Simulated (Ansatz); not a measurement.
CH₅AsO⁺, that is AsH2(OMe) with one electron fewer. Charge 1, multiplicity 2. Geometry B3LYP-D4/def2-TZVP, that of the neutral singlet; atoms count from 1.

Cartesian coordinates in Å:
```
As 0.4193 0.2704 -1.5118
H -0.7562 0.4330 -2.4724
H 0.4396 1.7842 -1.2215
O -0.6543 -0.2222 -0.1338
C 0.0161 -0.5057 1.0835
H 0.8353 -1.2228 0.9505
H -0.7192 -0.9408 1.7608
H 0.4194 0.4039 1.5447
```

Problem. Estimate the Mulliken populations from the PBE0/def2-TZVP orbitals of Ansatz.

Solution. 
```json
{"atom": "As1", "charge (e)": "0.39", "spin (α − β)": "0.33"}
{"atom": "H2", "charge (e)": "0.19", "spin (α − β)": "0.02"}
{"atom": "H3", "charge (e)": "0.20", "spin (α − β)": "0.12"}
{"atom": "O4", "charge (e)": "-0.14", "spin (α − β)": "0.47"}
{"atom": "C5", "charge (e)": "-0.25", "spin (α − β)": "-0.01"}
{"atom": "H6", "charge (e)": "0.21", "spin (α − β)": "0.05"}
{"atom": "H7", "charge (e)": "0.20", "spin (α − β)": "0.00"}
{"atom": "H8", "charge (e)": "0.20", "spin (α − β)": "0.03"}
```
Mulliken values and Mayer orders depend strongly on the basis.

Problem. Where does the spin sit?

Solution. Summed by element: As 0.33, H 0.21, O 0.47, C -0.01, of 1 unpaired in all. Largest on single atoms: O4 0.47, As1 0.33, H3 0.12.

Problem. And the Mayer bond orders between bonded heavy atoms (over 0.3)?

Solution. As1–O4 1.16 (1.81 Å); O4–C5 0.92 (1.42 Å).
